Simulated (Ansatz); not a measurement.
Program: Ansatz. Geometries: PBE0-D4/def2-TZVP. ΔE: electronic, gas phase. CCSD(T)/CBS is the MP2 limit (def2-TZVPP, def2-QZVPP) plus CCSD(T) − MP2 in def2-TZVPP, frozen cores. This one scheme is used for every species. Functionals use def2-TZVPP. Each species was taken in one conformer, which may not be the lowest.

Consider the ligand exchange at the Si–N bond: `C=N[SiH2]S` + H₂S → `S[SiH2]S` + `C=N`.

`C=N[SiH2]S`:

Z-matrix (Å, degrees):
```
Si
N 1 1.739
S 1 2.128 2 110.0
H 1 1.481 2 106.5 3 -121.0
H 1 1.491 2 113.3 3 116.7
C 2 1.258 1 124.2 3 -115.9
H 3 1.344 1 94.1 2 -61.0
H 6 1.102 2 124.3 1 -0.2
H 6 1.096 2 120.3 1 179.7
```

H₂S:

```xyz
3

S    -0.081   -0.083    0.608
H    -0.900    0.243   -0.402
H     0.981   -0.160   -0.206
```

`S[SiH2]S`:

Z-matrix (Å, degrees):
```
Si
S 1 2.126
S 1 2.137 2 108.8
H 1 1.482 2 104.0 3 120.9
H 1 1.484 2 113.0 3 -120.3
H 2 1.344 1 94.4 3 59.4
H 3 1.345 1 93.8 2 -156.0
```

`C=N`:

```xyz
5

C    -0.026    0.166    0.352
N     0.615   -0.193   -0.672
H    -1.100    0.008    0.507
H     0.509    0.675    1.156
H     0.001   -0.655   -1.344
```

| level | ΔE (kcal/mol) |
| --- | --- |
| r2SCAN-D4 | -4.6 |
| PBE0-D4 | -5.4 |
| LC-ωPBE | -4.8 |
| MP2/CBS(def2) | -4.4 |

Q: What does CCSD(T)/CBS give? (An estimate is asked.)

A: Ansatz gave: -4.4 kcal/mol. The listed levels differ from it by -0.2, -1.0, -0.4, 0.0 kcal/mol.

Largest T1 diagnostic among the species: 0.013.

Leaving LDA and LC-ωPBE aside and taking each functional with its dispersion term where it has one, the values, not all of them listed here, spread over 2.8 kcal/mol, from PBE-D4 to CAM-B3LYP-D4. LDA lies +1.4 kcal/mol from PBE without D4. In def2-TZVPP, CCSD(T) changes the Hartree–Fock value by −1.5 kcal/mol (the triples alone add −0.2 kcal/mol) and MP2 by −1.4 kcal/mol.
